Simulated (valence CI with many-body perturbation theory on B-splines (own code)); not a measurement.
# E1 line list for K6+

Level of theory: relativistic CI+MBPT: three valence electrons over a frozen Dirac-Fock core [Ne], radial functions for each j: 11 s, 11 p, 10 d, 8 f, 5 g, 2 h, with the one-electron correlation potential Σ1, the two-electron term Σ2, the three-electron term Σ3, Breit, model QED; selected CI, second order for the rest, scaled by the run's own slope (own B-spline code, finite nucleus).

Set against measurement, 69 paired levels are off by 138 cm⁻¹ on average, the worst by 367. These come from a selection out of Sansonetti, J. Phys. Chem. Ref. Data 37, 7 (2008). Levels without a partner in it may be off by more.

Lines 251 to 300 of 572 in falling wavelength, among levels below 762870 cm⁻¹, chosen from the strongest by gf and those to the six lowest levels. Wavelengths and rates use the calculated energies, so an error of 100 cm⁻¹ moves a line at 498.0 Å by 0.05 % and its rate by three times that or more. Electric multipoles are in the length gauge, E1 and E2 with the static RPA response of the core. Weak lines are less certain than strong ones. Lines between different terms over intervals too small for the method are left out, as are lines whose strength nearly cancels. Where a level lies close to another of its J and parity, the split of strength between their lines is uncertain. The highest levels of a list are the least certain.

Names give the largest LS component (configuration and term), which can be under half, so a name can repeat, a term be missing and a line seem to break the LS rules; names also repeat where a configuration has a term twice. Letters in brackets count levels of one name in rising energy.

```csv
λ vac (Å),λ from measured levels,Upper,Lower,A (s⁻¹),log gf,Branch %
498.0,498.4,3s 3p 3d 2D°_5/2 [b],3s2 3d 2D_5/2,7.64e+09,0.23,20.5
497.6,,3s 3d2 2D_5/2,3s 3p 3d 2P°_3/2 [a],2.70e+09,-0.22,8.4
493.2,,3p 3d2 2F°_5/2,3p2 3d 2G_7/2,1.34e+09,-0.53,7.9
492.4,,3s 3p 4p 2S_1/2 [b],3s2 4p 2P°_3/2,3.72e+09,-0.57,40.6
491.2,491.7,3s 3p2 2P_1/2,3s2 3p 2P°_3/2,6.55e+09,-0.32,40.0
489.0,,3p2 3d 2F_7/2 [a],3p3 2D°_5/2,1.28e+09,-0.43,59.8
488.9,,3p 3d2 2F°_7/2,3p2 3d 2G_9/2,1.93e+09,-0.26,16.1
487.8,488.1,3p2 3d 2F_5/2 [b],3s 3p 3d 2D°_3/2 [a],4.46e+09,-0.02,13.9
486.6,487.1,3s 3p2 2P_3/2,3s2 3p 2P°_3/2,1.38e+10,0.29,82.5
486.2,486.5,3p2 3d 2F_7/2 [b],3s 3p 3d 2D°_5/2 [a],4.82e+09,0.14,15.0
483.7,484.3,3s 3p2 2P_1/2,3s2 3p 2P°_1/2,9.81e+09,-0.16,60.0
482.0,,3p 3d2 4G°_5/2,3p2 3d 4F_3/2,3.02e+09,-0.20,64.5
481.9,,3p 3d2 4G°_7/2,3p2 3d 4F_5/2,3.04e+09,-0.07,64.8
481.9,,3p 3d2 4G°_9/2,3p2 3d 4F_7/2,3.20e+09,0.05,67.9
481.8,,3p 3d2 4G°_11/2,3p2 3d 4F_9/2,3.43e+09,0.16,72.2
479.2,479.8,3s 3p2 2P_3/2,3s2 3p 2P°_1/2,2.91e+09,-0.40,17.5
477.2,,3s 3d2 2F_7/2,3s 3p 3d 2D°_5/2 [b],1.61e+10,0.64,49.1
476.4,,3s 3d2 2F_5/2,3s 3p 3d 2D°_3/2 [b],1.49e+10,0.48,44.8
476.2,475.7,3p2 3d 2D_5/2 [a],3p3 2P°_3/2,2.41e+09,-0.31,12.2
475.1,474.6,3p2 3d 2D_3/2 [a],3p3 2P°_1/2,2.03e+09,-0.56,10.2
462.9,,3s 3p 4p 2S_1/2 [a],3s 3p 3d 2P°_3/2 [a],4.82e+09,-0.51,33.5
456.5,456.2,3p2 3d 2P_3/2 [a],3p3 2D°_5/2,7.24e+09,-0.04,71.3
455.3,455.7,3p3 2P°_3/2,3s 3p2 4P_3/2,2.39e+07,-2.53,0.4
453.5,,3p 3d2 2G°_9/2,3p2 3d 2G_9/2,6.86e+09,0.33,47.3
452.6,,3p 3d2 2G°_7/2,3p2 3d 2G_7/2,7.73e+09,0.28,53.1
452.5,,3p2 3d 2P_1/2 [a],3p3 2D°_3/2,6.04e+09,-0.43,63.5
450.3,450.6,3s 3p 3d 2P°_3/2 [a],3s 3p2 2P_3/2,5.08e+09,-0.21,21.7
447.0,446.9,3s 3d2 4F_7/2,3s 3p 3d 4D°_7/2,1.38e+09,-0.48,6.2
446.9,446.8,3s 3d2 4F_5/2,3s 3p 3d 4D°_5/2,2.24e+09,-0.40,10.0
446.8,446.7,3s 3d2 4F_9/2,3s 3p 3d 4D°_7/2,1.10e+10,0.52,49.9
446.7,446.6,3s 3d2 4F_7/2,3s 3p 3d 4D°_5/2,8.65e+09,0.32,39.0
446.4,,3s 3d2 4F_3/2,3s 3p 3d 4D°_3/2,2.50e+09,-0.53,11.1
446.2,446.1,3s 3d2 4F_5/2,3s 3p 3d 4D°_3/2,7.11e+09,0.10,31.7
446.0,446.0,3s 3p 3d 2D°_5/2 [a],3s 3p2 2D_5/2,1.44e+10,0.41,89.2
445.6,445.7,3s 3p 3d 2D°_5/2 [a],3s 3p2 2D_3/2,1.21e+09,-0.67,7.5
445.6,445.6,3s 3p 3d 2D°_3/2 [a],3s 3p2 2D_3/2,1.42e+10,0.23,87.3
445.5,,3s 3d2 4F_3/2,3s 3p 3d 4D°_1/2,6.76e+09,-0.09,30.0
444.6,,3p 3d2 4D°_5/2,3p2 3d 4D_5/2,1.72e+09,-0.51,14.3
444.6,444.9,3s 3p 3d 2P°_1/2 [a],3s 3p2 2P_1/2,6.16e+09,-0.44,27.0
444.6,,3p 3d2 4D°_7/2,3p2 3d 4D_7/2,1.98e+09,-0.33,16.6
443.0,,3s 3d2 2S_1/2,3s 3p 3d 2P°_3/2 [b],1.06e+10,-0.21,30.2
442.8,,3s 3d2 2S_1/2,3s 3p 3d 2P°_1/2 [b],4.99e+09,-0.53,14.2
439.0,,3s 3d2 2P_3/2,3s 3p 3d 2D°_5/2 [b],1.22e+10,0.15,25.9
438.8,,3p 3d2 2H°_9/2,3p2 3d 2G_7/2,2.74e+09,-0.10,48.5
438.6,,3s 3d2 2P_1/2,3s 3p 3d 2D°_3/2 [b],1.06e+10,-0.21,22.6
438.2,,3s 3d2 2P_3/2,3s 3p 3d 2D°_3/2 [b],3.21e+09,-0.43,6.8
437.3,,3s 3d2 2F_5/2,3s 3p 3d 2F°_5/2 [b],3.98e+09,-0.17,12.0
436.0,,3p 3d2 2S°_1/2,3p2 3d 2P_1/2 [a],6.52e+09,-0.43,26.4
435.9,,3s 3d2 2F_7/2,3s 3p 3d 2F°_7/2 [b],4.03e+09,-0.04,12.3
435.4,,3p 3d2 2H°_11/2,3p2 3d 2G_9/2,3.24e+09,0.04,60.2
```

Q: How does gf follow from A for the line at 482.0 Å?

A: gf = 1.4992 × (2J+1)_upper × A / σ², with σ = 207454 cm⁻¹ and 2J+1 = 6: gf = 0.631.
